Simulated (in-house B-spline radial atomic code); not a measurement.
Ionisation energies along the 13-electron series, configuration [Ne] 3s2 3p1, as differences of self-consistent energies. Dirac energy differences include first-order Breit, QED and recoil terms. NIST's values go from ground level to ground level; the uncertainty of those that are theory runs from under 0.1 % in few-electron ions to several per cent in heavy many-electron ones. Computed with a B-spline radial code for spherical atoms: Dirac-Hartree-Fock, average of the configuration, finite nuclei.

```json
{"ion": "Ru31+", "configuration after": "[Ne] 3s2", "ionisation energy (eV)": "1788.6", "IE/(q+1)² (eV)": "1.7467", "Breit and QED recoil part (eV)": "-1.1252", "tabulated value (eV)": "1794", "computed minus tabulated (eV)": "-5"}
{"ion": "Rh32+", "configuration after": "[Ne] 3s2", "ionisation energy (eV)": "?", "IE/(q+1)² (eV)": "?", "Breit and QED recoil part (eV)": "?", "tabulated value (eV)": "?", "computed minus tabulated (eV)": "?"}
{"ion": "Pd33+", "configuration after": "[Ne] 3s2", "ionisation energy (eV)": "2007.3", "IE/(q+1)² (eV)": "1.7365", "Breit and QED recoil part (eV)": "-1.3333", "tabulated value (eV)": "2016", "computed minus tabulated (eV)": "-9"}
{"ion": "Ag34+", "configuration after": "[Ne] 3s2", "ionisation energy (eV)": "2121.5", "IE/(q+1)² (eV)": "1.7319", "Breit and QED recoil part (eV)": "-1.4467", "tabulated value (eV)": "2131", "computed minus tabulated (eV)": "-9"}
{"ion": "Cd35+", "configuration after": "[Ne] 3s2", "ionisation energy (eV)": "2239.0", "IE/(q+1)² (eV)": "1.7276", "Breit and QED recoil part (eV)": "-1.5663", "tabulated value (eV)": "2250", "computed minus tabulated (eV)": "-11"}
{"ion": "In36+", "configuration after": "[Ne] 3s2", "ionisation energy (eV)": "2359.7", "IE/(q+1)² (eV)": "1.7236", "Breit and QED recoil part (eV)": "-1.6927", "tabulated value (eV)": "2373", "computed minus tabulated (eV)": "-13"}
{"ion": "Sn37+", "configuration after": "[Ne] 3s2", "ionisation energy (eV)": "2483.6", "IE/(q+1)² (eV)": "1.72", "Breit and QED recoil part (eV)": "-1.8259", "tabulated value (eV)": "2499", "computed minus tabulated (eV)": "-15"}
{"ion": "Sb38+", "configuration after": "[Ne] 3s2", "ionisation energy (eV)": "2610.9", "IE/(q+1)² (eV)": "1.7165", "Breit and QED recoil part (eV)": "-1.9663", "tabulated value (eV)": "2654", "computed minus tabulated (eV)": "-43"}
{"ion": "Te39+", "configuration after": "[Ne] 3s2", "ionisation energy (eV)": "2741.4", "IE/(q+1)² (eV)": "1.7134", "Breit and QED recoil part (eV)": "-2.1138", "tabulated value (eV)": "2788", "computed minus tabulated (eV)": "-47"}
{"ion": "I40+", "configuration after": "[Ne] 3s2", "ionisation energy (eV)": "?", "IE/(q+1)² (eV)": "?", "Breit and QED recoil part (eV)": "?", "tabulated value (eV)": "?", "computed minus tabulated (eV)": "?"}
{"ion": "Xe41+", "configuration after": "[Ne] 3s2", "ionisation energy (eV)": "3012.4", "IE/(q+1)² (eV)": "1.7077", "Breit and QED recoil part (eV)": "-2.4321", "tabulated value (eV)": "3068", "computed minus tabulated (eV)": "-56"}
{"ion": "Cs42+", "configuration after": "[Ne] 3s2", "ionisation energy (eV)": "?", "IE/(q+1)² (eV)": "?", "Breit and QED recoil part (eV)": "?", "tabulated value (eV)": "?", "computed minus tabulated (eV)": "?"}
{"ion": "Ba43+", "configuration after": "[Ne] 3s2", "ionisation energy (eV)": "3296.8", "IE/(q+1)² (eV)": "1.7029", "Breit and QED recoil part (eV)": "-2.7823", "tabulated value (eV)": "3363", "computed minus tabulated (eV)": "-66"}
{"ion": "La44+", "configuration after": "[Ne] 3s2", "ionisation energy (eV)": "3444.0", "IE/(q+1)² (eV)": "1.7008", "Breit and QED recoil part (eV)": "-2.97", "tabulated value (eV)": "3515", "computed minus tabulated (eV)": "-71"}
{"ion": "Ce45+", "configuration after": "[Ne] 3s2", "ionisation energy (eV)": "3594.7", "IE/(q+1)² (eV)": "1.6988", "Breit and QED recoil part (eV)": "-3.1666", "tabulated value (eV)": "3672", "computed minus tabulated (eV)": "-77"}
```

(1) Fill in the row of Rh32+.

(2) Fill in the row of I40+.

(3) Fill in the row of Cs42+.

Where a p, d or f electron is removed, the computed value is a mean over both j, so it misses the tabulated one by a part of the spin-orbit splitting; averaging over terms and missing correlation add to the gap, relatively most at low charge.

Answers

(1) ionisation energy (eV): 1896.4; IE/(q+1)² (eV): 1.7414; Breit and QED recoil part (eV): -1.2263; tabulated value (eV): 1903; computed minus tabulated (eV): -7.

(2) ionisation energy (eV): 2875.3; IE/(q+1)² (eV): 1.7104; Breit and QED recoil part (eV): -2.2692; tabulated value (eV): 2926; computed minus tabulated (eV): -51.

(3) ionisation energy (eV): 3152.9; IE/(q+1)² (eV): 1.7052; Breit and QED recoil part (eV): -2.6031; tabulated value (eV): 3214; computed minus tabulated (eV): -61.
